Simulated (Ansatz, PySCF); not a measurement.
TiH₃, SMILES [TiH3] (connectivity only; charge and spin as stated), neutral, multiplicity 2. Atoms are numbered in the order given.

```xyz
4

Ti     0.0000     0.0000     0.0000
H      1.7318     0.0000     0.0000
H     -0.8659     1.4998     0.0000
H     -0.8659    -1.4998     0.0000
```
Charge 0, spin multiplicity 2.

The structure is a stationary point at PBE0-D3(BJ)/def2-TZVPD. The multiplicity is an assumed one; other spin states were not compared.

Two levels are set side by side: PBE-D3(BJ)/def2-TZVPD (Ansatz, a quantum-chemistry and plane-wave program) and PBE0-D3(BJ)/def2-TZVPD (PySCF). Each level has its own optimised geometry; the coordinates shown are those of the second. Differences are taken from unrounded values.

| quantity | PBE0-D3(BJ) | PBE-D3(BJ) | PBE-D3(BJ) minus PBE0-D3(BJ) |
|---|---|---|---|
| mean bond length (Å) | 1.732 | 1.735 | 0.003 |
| bond Ti1–H2 (Å) | 1.732 | 1.735 | 0.003 |
| bond Ti1–H3 (Å) | 1.732 | 1.735 | 0.003 |
| bond Ti1–H4 (Å) | 1.732 | 1.735 | 0.003 |

Here PBE gives about what the other level gives.
